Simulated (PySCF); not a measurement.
Molecule: SMILES C(C)[C@@H]1OC(=O)O[C@@H]1F, C5H7FO3.

Bonds (- single, = double, # triple, : aromatic): C1-C2, C2-C3, C3-O4, O4-C5, C5=O6, C5-O7, O7-C8, C8-F9, C8-C3. C1 carries H10, H11, H12; C2 carries H13, H14; C3 carries H15; C8 carries H16. Stereochemistry as in CC[C@@H]1OC(=O)O[C@@H]1F. H13 is pro-R; H14 is pro-S.

Frames of a GFN2-xTB Langevin trajectory at 300 K; GIAO PBE0/pcSseg-1 shieldings in PySCF, gas phase, non-relativistic; equivalent atoms averaged within each frame.

Scale: TMS for $^{13}$C (σref 186.93), $^{1}$H (σref 31.72); $^{17}$O (σref 336.08) vs H2O; CFCl3 for $^{19}$F (σref 170.95) (reference shieldings calculated alike). The references are static minima.

Q: How do the shifts (ppm) fluctuate along the trajectory?

A: 
```csv
time (fs),C5,C8,C3,C2,C1,O6,O7,O4,F9,H16
250,161.5,111.9,88.0,33.2,13.9,322.2,193.1,164.9,-157.1,6.61
425,164.4,125.6,92.8,21.7,16.6,329.0,219.9,201.7,-140.0,7.23
625,157.9,115.0,85.8,28.8,8.1,327.2,199.4,158.9,-151.7,6.47
800,154.4,120.7,91.7,24.2,12.9,304.2,221.0,192.6,-153.1,6.96
1000,158.9,112.8,83.5,33.9,14.9,317.0,229.1,162.1,-152.5,6.50
mean of frames,159.4,117.2,88.4,28.3,13.3,319.9,212.5,176.0,-150.9,6.75
standard deviation,3.8,5.8,3.9,5.4,3.2,10.0,15.4,19.7,6.4,0.33
```

5 frames give an uncertainty of the mean of about the standard deviation over 2.2 at best, since frames this close in time may not be independent; classical motion lacks zero-point vibration, and the reference would need the same averaging.
